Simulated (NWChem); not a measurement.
A series in which one site is exchanged, each optimised at PBE0/def2-SVP with NWChem, gas phase unless a solvent is named. All stand in one matching conformer (torsions within 35°), which need not be the lowest. Low-valent species are run as closed-shell singlets; no triplet was tried in these runs. Some are not confirmed as minima by frequencies. def2 effective core potentials on Sn, Pb; no spin-orbit coupling.

A: [OH][Sn][OH] (SnH₂O₂; site = Sn)
B: O[Si]O (SiH$_{2}$O$_{2}$; site = Si)
C: [OH][Pb][OH] (PbH2O2; site = Pb)

| quantity | A | B | C |
|---|---|---|---|
| orbital gap (eV), PBE0/def2-SVP | 5.50 | 6.09 | 5.50 |
| static polarisability, B3LYP/def2-SVPD (bohr³) | … | 39.5 | 52.0 |
| lowest singlet excitation, B3LYP/def2-SVPD, TDA (eV) | … | 5.43 | 4.25 |

### Question
Complete the blanks.

### Answer

- static polarisability, B3LYP/def2-SVPD (bohr³), A: 50.2
- lowest singlet excitation, B3LYP/def2-SVPD, TDA (eV), A: 4.51
